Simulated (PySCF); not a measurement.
**C2H10FNSi2**

C2H10FNSi2 is a small molecule, neutral, singlet. The structure, one conformer, was relaxed in the gas phase by PBE0-D3(BJ)/def2-SVP. No frequency run checks that it is a minimum.

SMILES: C[Si](C)(F)N[SiH3]

| atom | x (Å) | y (Å) | z (Å) |
| --- | --- | --- | --- |
| Si1 | 0.599 | -0.322 | 0.402 |
| C2 | 0.193 | -1.107 | 2.040 |
| C3 | 0.822 | 1.523 | 0.476 |
| N4 | -0.613 | -0.729 | -0.764 |
| Si5 | -1.135 | 0.140 | -2.183 |
| F6 | 2.042 | -0.949 | -0.060 |
| H7 | 0.101 | -2.201 | 1.945 |
| H8 | -0.759 | -0.718 | 2.433 |
| H9 | 0.981 | -0.903 | 2.781 |
| H10 | -0.107 | 2.029 | 0.781 |
| H11 | 1.128 | 1.931 | -0.500 |
| H12 | 1.609 | 1.779 | 1.202 |
| H13 | -0.937 | -1.692 | -0.722 |
| H14 | -2.428 | -0.452 | -2.640 |
| H15 | -1.338 | 1.580 | -1.842 |
| H16 | -0.170 | 0.082 | -3.326 |

Shieldings: GIAO PBE0/pcSseg-1. Shifts are against computed references at the same level: C TMS (σ 184.4 ppm), H TMS (σ 31.27 ppm), Si TMS (σ 352.0 ppm). Core levels by delta-SCF with SCAN, pcX-2 on the ionised atom and pcseg-1 elsewhere, spin-free X2C (2p3/2 is the spin-free 2p value less a third of a first-order spin-orbit splitting); from the vacuum level, for chosen atoms.

Problem. Give the NMR and core-level values of the distinct atoms.

Solution. 
| atoms | bonded to | σ (ppm) | δ (ppm) | core level (eV) |
| --- | --- | --- | --- | --- |
| Si1 | 2 C + 1 F + 1 N | 338.0 | 14.0 | 2p3/2 107.38 |
| C2 | 1 Si + 3 H | 184.9 | -0.5 | 1s 290.31 |
| C3 | 1 Si + 3 H | 187.2 | -2.8 | 1s 290.32 |
| N4 | 2 Si + 1 H | 236.8 | - | 1s 404.26 |
| Si5 | 1 N + 3 H | 408.2 | -56.2 | - |
| F6 | 1 Si | 318.9 | - | 1s 691.51 |
| H7 H8 H9 | 1 C | 31.14 | 0.12 | - |
| H10 H11 H12 | 1 C | 31.01 | 0.25 | - |
| H13 | 1 N | 30.96 | 0.31 | - |
| H14 H15 H16 | 1 Si | 26.62 | 4.65 | - |

Values are those of this one static structure, with the three H of a rotating XH3 group averaged; atoms that internal rotation interchanges would show their mean in an NMR spectrum.

Problem. By CAM-B3LYP/def2-SVPD (TDDFT singlets, Tamm-Dancoff triplets, ionisation by delta-SCF), where does absorption start, and what does vertical ionisation take?

Solution. The lowest singlet lies at 6.69 eV (f 0.009), the strongest of the first 6 at 8.30 eV (f 0.092), the lowest triplet at 6.35 eV; vertical ionisation takes 9.88 eV.

The 3 runs behind this took 3.8 min in all, one thread each of Arm Neoverse V1 on a shared host, launched as `OMP_NUM_THREADS=1 python cluster_run.py task.json out`.
